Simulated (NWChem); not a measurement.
System: AlH2Br; SMILES [AlH2][Br]

Computed with NWChem. Pople sets run with spherical d functions. Structure relaxed at the PBE0/def2-SVP level. B3LYP is NWChem's, with the RPA form of VWN correlation. Ions are spin-unrestricted doublets at the neutral geometry; other ion states weren't tried.

```
level             vertical ionisation energy, ΔSCF (eV)  −ε(HOMO) (eV)  ΔSCF minus −ε(HOMO) (eV)
----------------  -------------------------------------  -------------  ------------------------
B3LYP/6-31G*                                      10.47           7.95                      2.52
PBE/6-31G*                                          ___            ___                       ___
r2SCAN/6-31G*                                     10.38           7.30                      3.08
M06-2X/6-31G*                                     10.72           9.39                      1.33
CAM-B3LYP/6-31G*                                  10.69           9.50                      1.19
```

Q: Some entries are withheld; supply them.

A: 
- PBE/6-31G*, vertical ionisation energy, ΔSCF (eV): 10.17
- PBE/6-31G*, −ε(HOMO) (eV): 6.96
- PBE/6-31G*, ΔSCF minus −ε(HOMO) (eV): 3.21
